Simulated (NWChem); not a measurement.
**Total energies of CdS**

```
Cd
S 1 2.2458
```
Charge 0, spin multiplicity 1.

All runs are NWChem calculations. The geometry was optimised at PBE0/def2-SVP with def2 effective core potentials on Cd, a minimum by its harmonic frequencies.

Basis set: def2-QZVP (142 functions).

```tsv
method	total energy (Ha)	relative cost
RHF	-564.37757	1
MP2	-565.03985	under 3
B2PLYP	-565.67752	4
PBE	-565.78856	under 3
B3LYP	-566.02602	under 3
LDA (SVWN5)	-564.30828	under 3
```

Total energies of different functionals aren't comparable as a measure of quality: only differences taken within one method are. Costs are rough ratios of processor time within this set of runs, SCF included, with RHF as 1.

Effective core potentials replace the inner electrons of Cd; spin-orbit coupling is left out. The correlated methods keep 9 core orbitals frozen. B3LYP has NWChem's definition, with VWN1-RPA local correlation. The structure started from a generated list of species.
